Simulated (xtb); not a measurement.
SrF, SMILES [F][Sr+], charge +1. All values are semi-empirical tight-binding results from xtb (GFN2-xTB unless named), good for trends rather than for accurate numbers. The structure is a stationary point at GFN2-xTB. The multiplicity is an assumed one; other spin states were not compared.

For metal compounds this method's bond lengths and energies can be far off.

```yaml
point_group_as_xtb_finds_it: C∞v
orbital_gap: 1.28 eV
```
